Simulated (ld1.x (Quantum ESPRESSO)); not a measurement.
carbon, TM: configuration errors across variants

```
Element                 : carbon
Generator               : ld1.x (Quantum ESPRESSO) 7.5
Type                    : norm-conserving Troullier–Martins (Kleinman–Bylander form)
Functional              : PBE
Relativity              : non-relativistic
Frozen core             : [He]
Valence charge          : 4
Reference configuration : 2s1.5 2p2.5
Partial waves           : 2p (bound): rc 2.25 bohr; 3d channel at -0.1 Ry: rc 2.35 bohr; 2s (bound): rc 0.90 bohr
Local potential         : the s channel
Core correction         : a·sin(br)/r model core inside 0.95 bohr
```

All-electron excitation energies from the reference (eV): (1) 2s2 2p2 -4.229; (2) 2s2 2p1 6.637; (3) 2s2 2p0 30.796; (4) 2s2 2p2.3 -5.388; (5) 2s0 2p4 12.716; (6) 2s1 2p2 15.373; (7) 2s2 2p1.5 -0.263.

The overlap operator is not positive definite (basis up to 400 Ry) in “type PAW; waves now 2s (bound): rcut 0.80, rcutus 0.90 bohr; 2s channel at 2.5 Ry: rcut 0.80, rcutus 0.90 bohr; 2p (bound): rcut 1.95, rcutus 2.25 bohr; 2p channel at -0.1 Ry: rcut 1.95, rcutus 2.25 bohr; 3d channel at -0.1 Ry: rcut 2.05, rcutus 2.35 bohr; 3d channel at 1.05 Ry: rcut 2.05, rcutus 2.35 bohr; local potential all-electron potential smoothed inside 1.25 bohr (lloc = -1); augmentation PSQ, inside the norm-conserving radii”. Such files are unfit for use, however small their errors in these radial tests.

2 further variants failed, have other tests or another functional or relativity, and are left out.

Errors AE − PS in meV (a dash: test not solved or not reliable):

```csv
change,(1),(2),(3),(4),(5),(6),(7),bound ghosts
base,-0.5,+78,+526,-4.5,-2.7,-15,+19,none
wave 2s (bound): rc 0.90 bohr becomes 2s (bound): rc 1.28 bohr,-0.4,+80,+538,-4.4,+0.4,-15,+20,none
wave 3d channel at -0.1 Ry: rc 2.35 bohr becomes 3d channel at -0.1 Ry: rc 2.26 bohr,-0.5,+78,+526,-4.5,-2.7,-15,+19,none
"all radii but the core radius scaled by about 1.31 (s 1.18, p 2.94, d 3.06 bohr)",-7.4,+209,+1300,-19,-58,-27,+47,none
"type PAW; waves now 2s (bound): rcut 0.80, rcutus 0.90 bohr; 2s channel at 2.5 Ry: rcut 0.80, rcutus 0.90 bohr; 2p (bound): rcut 1.95, rcutus 2.25 bohr; 2p channel at -0.1 Ry: rcut 1.95, rcutus 2.25 bohr; 3d channel at -0.1 Ry: rcut 2.05, rcutus 2.35 bohr; 3d channel at 1.05 Ry: rcut 2.05, rcutus 2.35 bohr; local potential all-electron potential smoothed inside 1.25 bohr (lloc = -1); augmentation PSQ, inside the norm-conserving radii",+3288,+4112,+4708,–,–,–,–,not determined (overlap not positive)
wave 3d channel at -0.1 Ry: rc 2.35 bohr becomes 3d channel at 0.2 Ry: rc 2.35 bohr,-0.5,+78,+526,-4.5,-2.7,-15,+19,none
```

Problem. Give the same row for: core correction a·sin(br)/r model core inside 1.02 bohr.

Solution. -0.3, +79, +531, -4.3, -4.7, -15, +19; bound ghosts: none.
